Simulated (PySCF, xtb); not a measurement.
BeBrHO, SMILES [OH][Be][Br].

xtb 6.7.1 with GFN2-xTB at its own geometry gives an orbital gap of 7.11 eV and a dipole moment of 6.16 D.

The structure is a stationary point at PBE0-D3(BJ)/def2-TZVP. The values are those of a single conformer.

Task: What does PBE0/def2-TZVPD in PySCF give? (An estimate is asked for; the answer gives what the named calculation found.)

Result: gap 7.99 eV (levels -8.65 and -0.66 eV), dipole 1.86 D.
